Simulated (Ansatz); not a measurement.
A structure relaxed at PBE0-D4/def2-TZVP, charge 0, multiplicity 1:

Cartesian coordinates in Å:
```
C 2.1968 0.7151 -0.2882
Se 0.3414 0.9751 -0.8318
B -0.5458 -0.3163 0.2455
C -2.0939 -0.5202 0.0975
F -2.6140 -1.3534 1.0819
H 2.6068 1.6792 0.0055
H 2.7582 0.3147 -1.1297
H 2.2231 0.0222 0.5491
H 0.0982 -0.9666 1.0112
H -2.6489 0.4250 0.1355
H -2.3219 -0.9746 -0.8767
```

Problem. Give its formula and SMILES.

Solution. C2H6BFSe, `C[Se]BCF`.

Problem. Summarise the bond lengths by kind.

Solution. 1 × C–Se 1.951 Å; 5 × C–H 1.087 to 1.099 Å; 1 × B–Se 1.901 Å; 1 × B–C 1.568 Å; 1 × B–H 1.193 Å; 1 × C–F 1.391 Å.

Results of the Gaussian-basis code of Ansatz.
